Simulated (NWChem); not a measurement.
# BeNH$_{2}$F; SMILES [NH2][Be][F]

```xyz
5

Be     0.0000     0.0000    -0.1005
F      0.0000     0.0000    -1.4865
N      0.0000     0.0000     1.4032
H      0.0000    -0.8244     1.9791
H      0.0000     0.8244     1.9791
```
Atoms are numbered in this order, from 1.

Results from NWChem. Coordinates come from a PBE0-D3(BJ)/def2-TZVP optimisation. LC-ωPBE (HJS hole) with def2-SVP; x = 1 − exp(−ω/0.25 bohr⁻¹) is a scale chosen for this fit.

```csv
row,x,−ε(HOMO) (eV)
ω = 0.10,0.330,7.28
ω = 0.25,0.632,withheld
ω = 0.30,0.699,9.50
ω = 0.35,0.753,9.89
ω = 0.80,0.959,11.52
```

Task: Fit a straight line of the last column on the one before it, predict the withheld value, and compare with the run.

Result: 
1. Means of the 4 shown rows: x = 0.6853, y = 9.547. Slope Σ(x − x̄)(y − ȳ)/Σ(x − x̄)² = 1.368/0.2059 = 6.644; intercept 4.995.
2. The shown rows scatter about the line by 0.126 (root mean square); the largest residual is +0.15, at ω = 0.80.
3. At x = 0.632 (ω = 0.25; inside the shown range) the line gives 9.19.
4. The run gives 9.06, -0.13 from the line, 1.0 times the scatter.
